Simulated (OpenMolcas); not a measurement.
# Co5+, Rh5+, Ir5+: d⁴ down the group

```yaml
Program: OpenMolcas 26.06
Method: SS-CASPT2, IPEA 0.25 Eh, imaginary shift 0.1 Eh
Basis: ANO-RCC-VQZP
Scalar_Hamiltonian: DKH2, point nucleus
Spin-orbit_coupling: state interaction with AMFI integrals over the reference wave functions, term energies averaged over their components
```

Active space for each ion: 4 electrons in 10 orbitals (d d); closed shells correlated by CASPT2: Co5+ 3s 3p; Rh5+ 4s 4p; Ir5+ 5s 5p.

Computed levels in cm-1 above ⁵D₀:

```csv
Level,Co5+,Rh5+,Ir5+
⁵D₁,212,662,5700
⁵D₂,618,1727,10460
⁵D₃,1194,3020,13990
⁵D₄,1913,4450,16060
³H₄,28770,19850,24470
³P₁(1),28940,21470,30160
³H₅,29260,21440,30500
³H₆,29790,22700,33240
³F₂(1),31120,23060,29280
weight of ⁵D in the lowest level (%),100,96,60
```

Mixed levels, with the weight of the term that names them: Ir5+ ⁵D₀ (60 %), Ir5+ ⁵D₄ (61 %), Ir5+ ³H₄ (55 %), Ir5+ ³P₁(1) (74 %), Ir5+ ³H₆ (72 %), Ir5+ ³F₂(1) (64 %).

Measured, with the error of the calculation in %. Measured levels: Co5+ from Sugar and Corliss, J. Phys. Chem. Ref. Data 10, 1097 (1981).

```tsv
Level	Co5+
⁵D₁	204 (+3.9)
⁵D₂	589 (+5.0)
⁵D₃	1125 (+6.1)
⁵D₄	1782 (+7.4)
³H₄	28377 (+1.4)
³P₁(1)	28462 (+1.7)
³H₅	28806 (+1.6)
³H₆	29234 (+1.9)
³F₂(1)	30555 (+1.9)
```

The fine-structure level ⁵D₄ changes by a factor of 8.4 from Co5+ to Ir5+.

Without spin-orbit coupling ³H lies 28230, 18990, 17250 cm-1 above ⁵D in that order; the difference to the level ³H₄, of either sign, comes from spin-orbit coupling, which also lowers the zero.

Term energies are means over components that CASPT2 splits; among the terms shown or strongly mixed into the levels shown the widest spread is 110 cm-1 (5d⁴ ¹I, Ir5+). Active for correlation alone: 4d; no level in the range computed is led by a configuration that fills it, so any true level of that kind is missing (holds for Co5+). Active for correlation alone: 5d; no level in the range computed is led by a configuration that fills it, so any true level of that kind is missing (holds for Rh5+). Active for correlation alone: 6d; no level in the range computed is led by a configuration that fills it, so any true level of that kind is missing (holds for Ir5+). The CASPT2 spread within a term exceeds the gap to the next term for 5d⁴ ³D and 5d⁴ ¹I, so the order of their levels is uncertain (holds for Ir5+). Computed and measured levels are paired by configuration, term and J; levels that our copy of the source lacks, or whose pairing is in doubt (as where it misses far off the trend of its configuration), stay unpaired and out of the deviations. Only configurations of the active space appear.

A number in round brackets counts repeated terms of one configuration in the order of the reference energies.
